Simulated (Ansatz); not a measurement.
Ansatz (an electronic-structure program) input (B3LYP-D3(BJ)/def2-TZVP):

Ansatz 0.2 input:
```yaml
crystal:
  periodic: [false, false, false]
  atoms:
    - {symbol: Fe, position_ang: [-0.43009990, 0.43687290, -0.31203892]}
    - {symbol: Cl, position_ang: [1.45520873, 0.10126610, -1.02014812]}
    - {symbol: Cl, position_ang: [-1.04646235, -0.52195697, 1.38183843]}
basis:
  gaussian:
    orbitals: def2-TZVP
hamiltonian:
  xc: b3lyp
  dispersion: d3bj
magnetization: {spin_polarized: true, initial_magnetization: 4}
relax: {f_tol: 0.002, max_steps: 150}
```

End of the output:

```
mean field: 0.83 GiB planned
mean field evaluation 160: about -59438.5808 eV, gradient 5.2e-8 eV
mean field -59438.58080661 eV, -2184.3275557257 hartree, gradient 1.6e-10 eV, S^2 6.011493; 0 other end points of the search recorded, 0 dependent functions left out
the calculation of the forces begins
reference -59438.58103810 eV, -2184.3275642328 hartree; 32, 28 occupied and 87, 91 virtual orbitals, 942 factors
relax step   5: F+E_penalty+E_count = -59438.71559113 eV  Δ(F+E_penalty+E_count) = -2.545e-2 eV  max|allowed force component| = 1.377e-1 eV/Å  Δτ_max = 0.0501 Å  (287 SCF iters, accepted)
these checks for a lower state are left out or cut short: starts, cluster_reference, orbital_swaps, neighbouring_geometries, increment
integrals: 0.07 GiB planned
942 factors; integrals over basis functions are off by at most 4.0e-4 eV
mean field: 0.83 GiB planned
mean field evaluation 192: about -59438.6019 eV, gradient 5.3e-3 eV
mean field -59438.60189688 eV, -2184.3283307791 hartree, gradient 2.5e-10 eV, S^2 6.011407; 0 other end points of the search recorded, 0 dependent functions left out
the calculation of the forces begins
reference -59438.60212826 eV, -2184.3283392822 hartree; 32, 28 occupied and 87, 91 virtual orbitals, 942 factors
relax step   6: F+E_penalty+E_count = -59438.73651591 eV  Δ(F+E_penalty+E_count) = -2.092e-2 eV  max|allowed force component| = 1.632e-2 eV/Å  Δτ_max = 0.1413 Å  (278 SCF iters, accepted)
these checks for a lower state are left out or cut short: starts, cluster_reference, orbital_swaps, neighbouring_geometries, increment
integrals: 0.07 GiB planned
942 factors; integrals over basis functions are off by at most 4.0e-4 eV
mean field: 0.83 GiB planned
mean field evaluation 224: about -59438.6018 eV, gradient 2.3e-8 eV
mean field -59438.60179250 eV, -2184.3283269430 hartree, gradient 1.1e-10 eV, S^2 6.011405; 0 other end points of the search recorded, 0 dependent functions left out
the calculation of the forces begins
reference -59438.60202381 eV, -2184.3283354436 hartree; 32, 28 occupied and 87, 91 virtual orbitals, 942 factors
relax step   7: F+E_penalty+E_count = -59438.73656007 eV  Δ(F+E_penalty+E_count) = -4.416e-5 eV  max|allowed force component| = 2.841e-2 eV/Å  Δτ_max = 0.0121 Å  (171 SCF iters, accepted)
these checks for a lower state are left out or cut short: starts, cluster_reference, orbital_swaps, neighbouring_geometries, increment
integrals: 0.07 GiB planned
942 factors; integrals over basis functions are off by at most 4.0e-4 eV
mean field: 0.83 GiB planned
mean field evaluation 256: about -59438.6020 eV, gradient 1.4e-8 eV
mean field -59438.60200514 eV, -2184.3283347573 hartree, gradient 2.1e-10 eV, S^2 6.011406; 0 other end points of the search recorded, 0 dependent functions left out
the calculation of the forces begins
reference -59438.60223652 eV, -2184.3283432604 hartree; 32, 28 occupied and 87, 91 virtual orbitals, 942 factors
relax step   8: F+E_penalty+E_count = -59438.73666539 eV  Δ(F+E_penalty+E_count) = -1.053e-4 eV  max|allowed force component| = 3.544e-4 eV/Å  Δτ_max = 0.0026 Å  (243 SCF iters, accepted)
integrals: 0.07 GiB planned
942 factors; integrals over basis functions are off by at most 4.0e-4 eV
mean field: 0.83 GiB planned
mean field evaluation 288: about -59429.5505 eV, gradient 5.8e1 eV
mean field -59438.60200514 eV, -2184.3283347573 hartree, gradient 2.2e-10 eV, S^2 6.011406; 8 other end points of the search recorded, 0 dependent functions left out
the calculation of the forces begins
reference -59438.60223652 eV, -2184.3283432604 hartree; 32, 28 occupied and 87, 91 virtual orbitals, 942 factors
Total energy: -59438.73689677 eV, -2184.3332919335 hartree
Atom 0 at    -0.007026     0.005337     0.016632 Å, force    -0.000045     0.000354     0.000045 eV/Å
Atom 1 at     1.515310     0.384705    -1.445297 Å, force    -0.000248    -0.000245     0.000237 eV/Å
Atom 2 at    -1.529638    -0.373859     1.478316 Å, force     0.000293    -0.000110    -0.000282 eV/Å
Dipole moment:     0.000101    -0.000062     0.000089 e Å
```

The spin state was set by rule; other spins were not relaxed.
